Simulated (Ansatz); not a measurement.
## Relaxing a trial structure of CHGeO2−

The starting geometry of this gas-phase triplet was optimised with GFN2-xTB.

```xyz
5

C    -0.8784   -0.8829   -0.9070
Ge    0.4519   -0.1799   -2.5422
O    -0.8089   -2.0978   -0.6277
O    -1.4421   -0.3372   -1.9708
H    -0.7126   -0.1487   -0.0620
```

Task: Where would you expect an optimisation with r2SCAN-D4/def2-SVPD to take it?

Result: A bond breaks, giving a structure given below by its coordinates. Contacts that open: C1–Ge2 (2.22 → 2.91 Å).

The energy falls by 0.83 eV over 12 steps:

```tsv
step	E − E(last) (eV)
1	0.831
2	0.625
3	0.411
5	0.159
6	0.086
7	0.014
8	0.008
10	0.000
11	0.000
12	0.000
```

Final geometry (Å):

```tsv
atom	x (Å)	y (Å)	z (Å)
C	-0.9277	-1.0697	-0.7882
Ge	0.2894	0.5937	-2.8480
O	-1.5579	-1.9723	-0.2455
O	-0.7628	-0.9233	-2.0623
H	-0.4310	-0.2748	-0.1658
```

Frequencies at the end are all real (lowest 125 cm⁻¹). Open shells are spin-unrestricted. The triplet needn't be the ground state. Run with Ansatz 0.2.0, 26 s on 2 threads of AMD EPYC 9B45 (Zen 5) (shared host).
